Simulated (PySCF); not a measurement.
A PySCF script (with the pyscf-properties extension) for the NMR shieldings of SMILES F/C=C\O[SiH2]CC1CC1, C6H11FOSi, on a GFN2-xTB geometry:

```python
import basis_set_exchange as bse
import numpy as np
from pyscf import gto, dft
from pyscf.prop import nmr

atoms = """
F     3.585234    1.294671    0.589444
C     4.036561    0.110642    0.123201
C     3.262568   -0.753834   -0.517100
O     1.971956   -0.642786   -0.811896
Si    0.772999    0.473223   -0.731990
C    -0.540627   -0.279512    0.418506
C    -1.863134    0.435023    0.301792
C    -2.791903    0.092993   -0.821232
C    -3.143948   -0.289767    0.586046
H     5.080596   -0.048004    0.331660
H     3.703712   -1.685869   -0.851196
H     0.327395    0.510935   -2.124995
H     1.182172    1.795152   -0.271251
H    -0.207078   -0.243879    1.459661
H    -0.684307   -1.334366    0.174566
H    -1.818657    1.477662    0.592583
H    -3.352569    0.883916   -1.295625
H    -2.493618   -0.692238   -1.499126
H    -3.945292    0.240457    1.078284
H    -3.087206   -1.333740    0.855936
"""
names = dict.fromkeys(["F", "C", "O", "Si", "H"], "pcSseg-1")
basis = {el: gto.basis.parse(bse.get_basis(n, elements=[el], fmt="nwchem")) for el, n in names.items()}
mol = gto.M(atom=atoms, basis=basis, charge=0, verbose=0)
mf = dft.RKS(mol, xc="PBE0")
mf.grids.level = 2
mf.grids.alignment = dft.numint.BLKSIZE   # the property module wants whole blocks of grid points
mf.conv_tol = 1e-9
mf.kernel()

calc = nmr.RKS(mf)   # GIAO
C = mf.mo_coeff
Co = C[:, mf.mo_occ > 0]
resp = mf.gen_response(singlet=True, hermi=2)
def vind(x):   # induced exchange potential for any number of trial vectors
    d = np.einsum("pi,xij,qj->xpq", C, 2 * x.reshape(-1, C.shape[1], Co.shape[1]), Co, optimize=True)
    return np.einsum("xpq,pi,qj->xij", resp(d - d.transpose(0, 2, 1)), C, Co, optimize=True).ravel()
mo1, _ = nmr.rhf.solve_mo1(calc, with_cphf=vind)
sigma = calc.kernel(mo1)
for i, s in enumerate(sigma):   # ppm
    w = np.linalg.eigvalsh((s + s.T) / 2)
    print("%2d %-2s iso %8.1f  s11 %8.1f  s22 %8.1f  s33 %8.1f" % (i, mol.atom_pure_symbol(i), w.mean(), *w))
```

Question: Give the expected output.

Answer: 
```
 0 F  iso    340.9  s11    272.1  s22    309.0  s33    441.6
 1 C  iso     44.0  s11    -33.0  s22     81.4  s33     83.7
 2 C  iso     54.7  s11    -33.5  s22     86.5  s33    111.1
 3 O  iso    253.7  s11    164.9  s22    234.9  s33    361.4
 4 Si iso    362.6  s11    325.8  s22    346.4  s33    415.8
 5 C  iso    162.9  s11    138.5  s22    157.5  s33    192.8
 6 C  iso    181.5  s11    154.7  s22    168.8  s33    221.0
 7 C  iso    179.2  s11    147.0  s22    176.0  s33    214.6
 8 C  iso    178.2  s11    144.0  s22    175.5  s33    215.1
 9 H  iso     25.3  s11     22.8  s22     25.4  s33     27.8
10 H  iso     25.9  s11     22.6  s22     25.7  s33     29.5
11 H  iso     26.6  s11     22.5  s22     26.8  s33     30.4
12 H  iso     26.1  s11     22.0  s22     26.6  s33     29.8
13 H  iso     29.8  s11     24.8  s22     28.9  s33     35.7
14 H  iso     31.6  s11     26.5  s22     31.5  s33     36.9
15 H  iso     31.4  s11     23.8  s22     29.5  s33     40.7
16 H  iso     31.3  s11     25.8  s22     26.6  s33     41.4
17 H  iso     31.7  s11     26.6  s22     29.0  s33     39.7
18 H  iso     31.2  s11     25.2  s22     26.8  s33     41.6
19 H  iso     31.7  s11     25.8  s22     29.3  s33     40.0
```

These numbers come from an equivalent density-fitted implementation of the same equations, which agrees with the script to about 0.01 ppm for H and up to a few tenths of a ppm for heavy atoms, so last digits may differ.

Size and cost of the density-fitted run: 215 basis functions, 32 s wall time on 1 thread of an AMD EPYC 9R45 96-Core, shared host; peak memory 0.96 GiB.
